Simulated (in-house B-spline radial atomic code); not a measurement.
The numbers below are computed, except where a source is named.
# C6 from the polarisability at imaginary frequency: S⁴⁺

PBE linear response of the closed shell [Ne] 3s2, from a B-spline radial code for spherical atoms; scalar-relativistic (spin-free one-electron X2C), finite nucleus, no spin-orbit coupling.

The dispersion coefficient of two like species is C6 = (3/π) ∫ α(iu)² du from 0 to ∞.

| u (hartree) | α(iu) (bohr³) |
| --- | --- |
| 0 | 4.179 |
| 0.335 | 3.175 |
| 0.783 | 1.577 |
| 1.34 | 0.7703 |
| 2.24 | 0.3649 |
| 3.35 | 0.209 |
| 5.03 | 0.1242 |
| 7.83 | 0.07172 |
| 11.2 | 0.04477 |
| 16.8 | 0.02481 |
| 28 | 0.0108 |
| 55.9 | 0.003141 |

(1) Fit one oscillator, α(iu) = α(0)/(1 + u²/ω²), through u = 0.783 and estimate C6.

(2) How does that compare with the full integral?

Results:

(1) From α(0)/α(iu) − 1 = 4.179/1.577 − 1 = 1.6500, ω = u/√1.6500 = 0.6096 hartree (16.6 eV). London's formula gives C6 = (3/4) α(0)² ω = 0.75 × 4.179² × 0.6096 = 7.984 hartree·bohr⁶, and the oscillator holds f = α(0) ω² = 1.55 electrons, of a sum of oscillator strengths of 12.0.

(2) The program's quadrature over all excitations gives C6 = 8.088, so the single oscillator is off by -1.3 %. At the last point the fit gives α = 0.000497 against 0.00314: higher excitations, and deeper shells where there are any, keep the true curve higher at large u.
